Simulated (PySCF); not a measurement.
The third ionisation energy along the third row

All values are computed (PySCF 2.14, energy differences of UHF-based or UKS calculations, no spin-orbit coupling). Values in eV. The last column holds reference values (NIST; (s) semi-empirical, (t) theoretical, else measured). Unmarked ones compare directly (S terms, centres of terms, or small fine structure); those marked * lie between the lowest fine-structure levels and include a spin-orbit shift.

```
                        element               configurations     UHF     PBE    PBE0  MP2 (valence and next inner shell)  SCS-MP2 (valence and next inner shell)  CCSD(T) (valence)             reference
Al (dyall-acv3z, spin-free X2C)              [Ne] 3s1 → [Ne]  28.089  28.872  28.734                              28.415                                  28.349                n/a                28.448
Si (dyall-acv3z, spin-free X2C)          [Ne] 3s2 → [Ne] 3s1  32.019  33.447  33.309                              33.203                                  33.321             33.253                33.493
 P (dyall-acv3z, spin-free X2C)      [Ne] 3s2 3p1 → [Ne] 3s2  29.579  30.233  30.255                              29.935                                  29.918             30.039              30.203 *
 S (dyall-acv3z, spin-free X2C)  [Ne] 3s2 3p2 → [Ne] 3s2 3p1  34.151  34.824  34.866                              34.704                                  34.600             34.722    34.86 ± 0.04 (s) *
Cl (dyall-acv3z, spin-free X2C)  [Ne] 3s2 3p3 → [Ne] 3s2 3p2  38.956  39.571  39.653                              39.683                                  39.475             39.589     39.8 ± 0.11 (s) *
Ar (dyall-acv3z, spin-free X2C)  [Ne] 3s2 3p4 → [Ne] 3s2 3p3  39.389  40.715  40.715                              40.292                                  40.374             40.375  40.735 ± 0.012 (s) *
```

"Valence" correlates the outer s and p shells and, in groups 3 to 12 and the f block, the outer d or f shell, open or full, or the next shell where the ion has no valence electron left; the wider scheme adds the next inner shell.
